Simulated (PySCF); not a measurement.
**Ionisation energy of Sr⁺ by level of theory**

Sr⁺ [Kr] 5s1 (2S) → Sr²⁺ [Kr] (1S), as a difference of total energies. Computed with PySCF 2.14 in def2-SVP with the def2 core potential (28 electrons), with a scalar-relativistic core potential. The calculations carry no spin-orbit coupling.

| method | ionisation energy (eV) |
| --- | --- |
| UHF | 10.438 |
| LDA | 11.310 |
| M06-2X | 10.996 |

Question: Which method comes closest to the reference value, and which is furthest?

Answer: The reference is 11.030 eV (measured; NIST Atomic Spectra Database, ionization energies). Closest: M06-2X (error -0.034 eV); furthest: UHF (error -0.592 eV).
